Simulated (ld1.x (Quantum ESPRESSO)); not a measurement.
Pseudopotential generation for Gd (Z = 64): RRKJ, LDA (PZ), scalar-relativistic.

```
Element                 : Gd
Generator               : ld1.x (Quantum ESPRESSO) 7.5
Type                    : norm-conserving RRKJ (Kleinman–Bylander form)
Functional              : LDA (PZ)
Relativity              : scalar-relativistic
Frozen core             : [Kr]
Valence charge          : 28
Reference configuration : 4d10 4f7 5s2 5p6 5d1 6s2 6p0
Partial waves           : 5s (bound): rc 2.20 bohr; 4d (bound): rc 1.00 bohr; 4f (bound): rc 1.10 bohr; 5p (bound): rc 2.55 bohr
Local potential         : the p channel
Core correction         : Bessel-smoothed model core inside 0.65 bohr
```

Occupied shells without a wave of their own: 5d, 6s. They enter only through the test configuration that unscreens the potential, and ld1.x also counts them in the model core charge.

Task: Does the generator finish with these settings?

Result: Yes, a potential is produced.

Task: Estimate the cutoffs (Ry, on a coarse ladder) from which the occupation-weighted sum of valence levels, in a spherical-Bessel basis at the reference potential, stays within 10 and 1 mRy of its value at 400 Ry.

Result: 230 Ry and over 300 Ry.

Task: What does a ghost test show?

Result: No extra level below or beside the all-electron valence levels (s, d, f, p tested).

Task: Which valence shell sets the plane-wave cutoff?

Result: 4f: its level needs 230 Ry to come within 1 mRy, against 180 Ry for 4d.

Its largest configuration-test error is +1987 meV (4d10 4f7 5s2 5p6 5d0 6s2 6p1), which is poor. 1 of 9 tests not solved or not reliable. Not counted: 4d10 4f7 5s2 5p6 5d1 6s1 6p1 (solver errors, printed error -4.2 eV).

ld1.x takes every shell without a wave as core, so the model core holds the 5d, 6s electrons as well and exchange and correlation see them twice. This cancels in the reference configuration, but the file is broken for other ones, and its errors say nothing about a proper core correction.
